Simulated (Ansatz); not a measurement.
A short molecular-dynamics run on the cluster KF₂⁻.

```yaml
crystal:
  periodic: [false, false, false]
  atoms:
    - {symbol: K, position_ang: [-0.002796, -0.000210, 0.002614]}
    - {symbol: F, position_ang: [1.546386, -0.209928, 1.826245]}
    - {symbol: F, position_ang: [-1.543590, 0.210138, -1.828859]}
basis:
  gaussian: {orbitals: "6-31G*"}
total_charge: -1
hamiltonian: {xc: {name: r2SCAN}}
md: {timestep: 0.5 fs, n_steps: 15, ensemble: nve, temperature: 700, initial_velocities: maxwell_boltzmann, seed: 766}
scf: {omitted_lower_state_checks: [starts]}
```

```sh
$ ansatz run in.yaml --threads 4 --pin off --events-out ev --progress --plain --max-ram 3916MiB
```

| step | time (fs) | potential energy (eV) | kinetic (eV) | T (K) | conserved (eV) |
| --- | --- | --- | --- | --- | --- |
| 0 | 0.0 | -21756.7244 | 0.0905 | 700 | -21756.6339 |
| 1 | 0.5 | -21756.7197 | 0.0858 | 664 | -21756.6339 |
| 2 | 1.0 | -21756.7151 | 0.0812 | 628 | -21756.6339 |
| 3 | 1.5 | -21756.7105 | 0.0766 | 593 | -21756.6339 |
| 4 | 2.0 | -21756.7060 | 0.0721 | 558 | -21756.6339 |
| 5 | 2.5 | -21756.7016 | 0.0676 | 523 | -21756.6339 |
| 6 | 3.0 | -21756.6972 | 0.0633 | 490 | -21756.6339 |
| 7 | 3.5 | -21756.6930 | 0.0591 | 457 | -21756.6339 |
| 8 | 4.0 | -21756.6888 | 0.0549 | 425 | -21756.6339 |
| 9 | 4.5 | -21756.6848 | 0.0509 | 394 | -21756.6339 |
| 10 | 5.0 | -21756.6809 | 0.0470 | 363 | -21756.6339 |
| 11 | 5.5 | -21756.6771 | 0.0432 | 334 | -21756.6339 |
| 12 | 6.0 | -21756.6735 | 0.0396 | 306 | -21756.6339 |
| 13 | 6.5 | -21756.6700 | 0.0361 | 279 | -21756.6339 |
| 14 | 7.0 | -21756.6666 | 0.0327 | 253 | -21756.6339 |
| 15 | 7.5 | -21756.6634 | 0.0295 | 228 | -21756.6339 |

Velocities are drawn at the set temperature; a run this short doesn't reach equilibrium.

The 6-31G sets use Cartesian d functions. The highest occupied level of an anion often lies above zero with these methods, and sets without diffuse functions describe the outer electron poorly.

Frames (Å, forces in eV/Å):

```xyz
3
time=0.0 fs
K    -0.003    0.000    0.003    0.002    0.000   -0.003
F     1.546   -0.210    1.826   -0.456    0.062   -0.536
F    -1.544    0.210   -1.829    0.454   -0.062    0.540
3
time=0.5 fs
K    -0.003    0.000    0.003    0.001    0.000   -0.005
F     1.549   -0.210    1.828   -0.464    0.063   -0.546
F    -1.545    0.210   -1.832    0.463   -0.063    0.551
3
time=1.0 fs
K    -0.003    0.000    0.003    0.001    0.001   -0.007
F     1.551   -0.210    1.830   -0.472    0.064   -0.555
F    -1.547    0.211   -1.835    0.471   -0.064    0.561
3
time=1.5 fs
K    -0.003    0.000    0.004    0.000    0.001   -0.008
F     1.553   -0.211    1.832   -0.479    0.065   -0.563
F    -1.549    0.211   -1.837    0.479   -0.066    0.571
3
time=2.0 fs
K    -0.004    0.000    0.004    0.000    0.001   -0.009
F     1.555   -0.211    1.834   -0.487    0.066   -0.571
F    -1.551    0.211   -1.840    0.487   -0.067    0.581
3
time=2.5 fs
K    -0.004    0.000    0.005   -0.001    0.001   -0.011
F     1.558   -0.211    1.836   -0.494    0.067   -0.579
F    -1.552    0.212   -1.843    0.494   -0.068    0.590
3
time=3.0 fs
K    -0.004    0.000    0.005   -0.001    0.001   -0.012
F     1.560   -0.211    1.838   -0.500    0.067   -0.586
F    -1.554    0.212   -1.845    0.501   -0.069    0.599
3
time=3.5 fs
K    -0.004    0.000    0.005   -0.001    0.001   -0.014
F     1.562   -0.212    1.839   -0.507    0.068   -0.593
F    -1.555    0.212   -1.848    0.508   -0.070    0.607
3
time=4.0 fs
K    -0.005    0.000    0.006   -0.001    0.002   -0.015
F     1.563   -0.212    1.841   -0.513    0.069   -0.600
F    -1.557    0.212   -1.850    0.514   -0.071    0.615
3
time=4.5 fs
K    -0.005   -0.001    0.006   -0.001    0.002   -0.016
F     1.565   -0.212    1.842   -0.518    0.070   -0.606
F    -1.558    0.213   -1.852    0.520   -0.071    0.622
3
time=5.0 fs
K    -0.005   -0.001    0.007   -0.002    0.002   -0.018
F     1.567   -0.212    1.844   -0.524    0.070   -0.612
F    -1.559    0.213   -1.855    0.525   -0.072    0.629
3
time=5.5 fs
K    -0.005   -0.001    0.007   -0.002    0.002   -0.019
F     1.569   -0.212    1.845   -0.529    0.071   -0.617
F    -1.561    0.213   -1.857    0.531   -0.073    0.636
3
time=6.0 fs
K    -0.006   -0.001    0.007   -0.002    0.002   -0.020
F     1.570   -0.212    1.846   -0.534    0.072   -0.622
F    -1.562    0.213   -1.859    0.535   -0.074    0.642
3
time=6.5 fs
K    -0.006   -0.001    0.008   -0.002    0.002   -0.021
F     1.572   -0.213    1.848   -0.538    0.072   -0.627
F    -1.563    0.214   -1.861    0.540   -0.074    0.648
3
time=7.0 fs
K    -0.006   -0.001    0.008   -0.002    0.002   -0.022
F     1.574   -0.213    1.849   -0.543    0.073   -0.632
F    -1.564    0.214   -1.863    0.544   -0.075    0.654
3
time=7.5 fs
K    -0.006   -0.001    0.009   -0.002    0.002   -0.024
F     1.575   -0.213    1.850   -0.547    0.073   -0.636
F    -1.565    0.214   -1.865    0.548   -0.076    0.659
```

Run time 11 s (4 threads of Arm Neoverse V2 on a shared host).
